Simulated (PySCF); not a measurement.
A structure optimised at B3LYP-D3(BJ)/def2-TZVP, used in a PySCF frequency run:

```xyz
3

Cd     0.0000     0.0000    -0.9978
H      0.0000     0.0000    -2.6564
Br     0.0000     0.0000     1.4443
```

### Question
Write its SMILES, formula and point group.

### Answer
[Br][CdH], BrCdH, C∞v

### Question
What are its rotational constants (standard atomic weights)?

### Answer
1.7688 GHz (linear rotor, B only)
